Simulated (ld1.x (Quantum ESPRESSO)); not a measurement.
## Cutoff test, tellurium (Te), TM

tellurium, norm-conserving Troullier–Martins (Kleinman–Bylander form), made with ld1.x (Quantum ESPRESSO) 7.5 (PBEsol, scalar-relativistic). Core [Ar] 3d10 4s2, reference 4p6 4d10 5s2 5p4. Waves: 4p (bound): rc 1.10 bohr; 4d (bound): rc 1.55 bohr; 5s (bound): rc 1.80 bohr. Local part: the s channel. Core correction: none.

Occupied shells without a wave of their own: 5p. They enter only through the test configuration that unscreens the potential.

The pseudo-atom Hamiltonian at the reference potential is diagonalised in spherical Bessel functions j_l(qr) that vanish at 20 bohr, with q² up to the cutoff. All-electron valence levels (Ry): 4p -8.3960, 5p -0.4386, 4d -3.0567, 5s -1.1136.

How do the lowest levels (Ry) of each channel move with the cutoff, and are there ghosts?

| cutoff (Ry) | p #1 | p #2 | p #3 | d #1 | s #1 | s #2 | f #1 | f #2 | Σ f·Δε (mRy) |
| --- | --- | --- | --- | --- | --- | --- | --- | --- | --- |
| 8 | -2.7163 | -0.0645 | 0.0576 | 0.0174 | -1.0616 | -0.0277 | 0.1133 | 0.2382 | 65738.5 |
| 21 | -7.1366 | -0.2551 | 0.0368 | -0.4098 | -1.1051 | -0.0314 | 0.1133 | 0.2382 | 34096.5 |
| 45 | -8.3390 | -0.2681 | 0.0361 | -2.5965 | -1.1133 | -0.0319 | 0.1133 | 0.2382 | 4946.2 |
| 80 | -8.3798 | -0.2684 | 0.0360 | -3.0521 | -1.1136 | -0.0319 | 0.1133 | 0.2382 | 143.0 |
| 140 | -8.3947 | -0.2686 | 0.0360 | -3.0565 | -1.1136 | -0.0319 | 0.1133 | 0.2382 | 9.2 |
| 260 | -8.3960 | -0.2686 | 0.0360 | -3.0566 | -1.1136 | -0.0319 | 0.1133 | 0.2382 | 0.1 |
| 400 | -8.3960 | -0.2686 | 0.0360 | -3.0566 | -1.1136 | -0.0319 | 0.1133 | 0.2382 | 0.0 |

Result: no extra level below or beside the all-electron valence levels (p, d, s, f tested); 10 mRy is reached at 140 Ry and 1 mRy at 200 Ry.

The potential misses its own reference levels by up to 2.3 eV, so it is not fit for use. Its largest configuration-test error is +13392 meV.
